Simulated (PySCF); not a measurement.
Task: What does the PBE0-D3(BJ)/def2-SVP structure of `N#C[C@@]1(F)[SiH2][C@H]1F` look like in three dimensions?

Result: 
```
atom  x, y, z in Å
N1    -2.0592    0.9312    1.7001
C2    -1.2329    0.8357    0.8935
C3    -0.1863    0.7060   -0.0904
F4     0.0308    1.8463   -0.8004
Si5    1.1966   -0.5366    0.3810
C6    -0.1862   -0.5888   -0.8898
F7    -1.2880   -1.3674   -0.8741
H8     1.0378   -1.1553    1.7150
H9     2.5613   -0.3074   -0.1464
H10    0.1758   -0.3830   -1.9096
```

Any rigid rotation of these coordinates is as good. Atoms count from 1 in this order. The C–Si distances run from 1.879 Å (Si5–C6, drawn single) to 1.918 Å (C3–Si5, drawn single), a spread of 0.039 Å. Si5 (SiH2 silicon) has angles from 47.2° to 121.3°. The C–C distances run from 1.442 Å (C2–C3, drawn single) to 1.522 Å (C3–C6, drawn single), a spread of 0.080 Å. The 3-membered ring C3–Si5–C6 has internal angles of 47.2° to 67.7°.

Bonds between heavy atoms (Å): N1≡C2 1.159, C2–C3 1.442, C3–F4 1.361, C3–Si5 1.918, Si5–C6 1.879, C6–F7 1.349, C3–C6 1.522.

Theory: PBE0-D3(BJ)/def2-SVP geometry optimisation, gas phase in PySCF.

Point group: C1 (no symmetry element, even within 0.4 Å). Stationary, but not proved a minimum.

The run took 94 s of wall time on one thread of an Arm Neoverse V1, shared host, and the process peaked at 0.51 GiB of memory. That covers the optimisation of the geometry.
